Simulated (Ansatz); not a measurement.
Total energies of B₄P₄H₁₄, a cluster cut from wurtzite BP (hydrogen-capped) from Ansatz at PBE0-D4/def2-SVP, gas phase (1 Eh = 27.2114 eV = 2625.5 kJ/mol). The reference geometry is relaxed at PBE-D4/def2-SVP.

```tsv
atom	x (Å)	y (Å)	z (Å)
B1	-1.6529	1.2525	-0.6059
P2	-1.3887	-0.5479	-1.3546
B3	1.5801	1.4506	-0.2576
P4	-0.1611	1.4854	0.6496
P5	1.7082	-0.3644	-1.0068
B6	0.1666	-1.5364	-0.6719
B7	-0.2436	0.2058	2.1369
P8	-0.0510	-1.5556	1.2812
H9	-1.5808	2.0500	-1.5312
H10	-2.7263	1.2505	-0.0179
H11	-1.2887	-0.5687	-2.7799
H12	-2.5190	-1.4074	-1.1956
H13	1.6042	2.2367	-1.1953
H14	2.4971	1.5838	0.5418
H15	-0.3020	2.7860	1.2184
H16	1.9381	-0.3885	-2.4168
H17	2.8660	-1.0833	-0.5773
H18	0.2871	-2.6476	-1.1579
H19	-1.3393	0.2320	2.6812
H20	0.7055	0.3504	2.8958
H21	-1.1285	-2.4515	1.5610
H22	1.0289	-2.3324	1.8028
```

| state | geometry | energy (Eh) |
| --- | --- | --- |
| charge 0 singlet | reference | -1472.17887 |
| charge -1 doublet | reference | -1472.14428 |
| free B atom (doublet) | – | -24.58932 |
| free P atom (quartet) | – | -341.02153 |
| free H atom (doublet) | – | -0.50029 |

(1) Work out the vertical electron affinity, to the doublet.

(2) What is the binding energy per atom against free atoms?

(1) E(charge 0 singlet) − E(charge -1 doublet) = -1472.17887 − (-1472.14428) = -0.03459 Eh = -0.94 eV; negative, so the extra electron isn't bound. The basis lacks diffuse functions, which makes affinities too small.

(2) Atoms: 4 × (-24.58932) + 4 × (-341.02153) + 14 × (-0.50029) = -1469.44746 Eh. Binding: -1469.44746 − (-1472.17887) = 2.73141 Eh = 74.33 eV, or 3.38 eV for each of 22 atoms (no zero-point energy, no counterpoise term).

At PBE0-D4/def2-SVP the highest occupied level of the charge -1 doublet lies above zero (up to 2.45 eV). By energy differences it is unbound by 0.94 eV (vertical, against the charge 0 singlet, at PBE0-D4/def2-SVP) and held by the finite basis.
